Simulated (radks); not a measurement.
Task: Au45+, 34 electrons, occupied as [Ar] 3d10 4s2 4p4. Method: scalar-relativistic Kohn-Sham, PBEsol, spin-polarised, spherical densities, finite nucleus; open shells are filled with parallel spins first (spin-orbit coupling, left out, can overturn this in heavy ions); Fermi nuclear charge, rms radius 5.4371 fm; computed with a radial shooting solver on a logarithmic mesh with Libxc functionals. Some entries of the table are withheld. Estimate them.

orbital  occ.  eigenvalue (Ry)  <1/r> (bohr^-1)  <r^2> (bohr^2)
1s up       1        -6098.049            95.67       0.0003936
1s down     1        -6097.880            95.67       0.0003935
2s up       1        -1211.470            22.46        0.005984
2s down     1        -1211.373            22.46        0.005984
2p up       3        -1070.329            19.99        0.005032
2p down     3        -1070.186            19.99        0.005032
3s up       1        -405.0350            8.455         0.03756
3s down     1        -404.8892            8.455         0.03754
3p up       3        -363.8644            7.734         0.03824
3p down     3        -363.6994            7.735         0.03821
3d up       5        -321.2264            7.279         0.03125
3d down     5        -321.0725            7.281         0.03122
4s up       1        -191.8906              (1)          0.1483
4s down     1        -191.1823              (2)          0.1483
4p up       3        -176.4465            3.818          0.1582
4p down     1        -175.7408            3.818          0.1583
4d up       0        -159.6257            3.589          0.1564
4d down     0        -158.9577            3.590          0.1565
5s up       0        -111.4840            2.410          0.4212
5s down     0        -111.1858            2.406          0.4224

Result: 
(1) 4s up <1/r> (bohr^-1): 4.103
(2) 4s down <1/r> (bohr^-1): 4.105
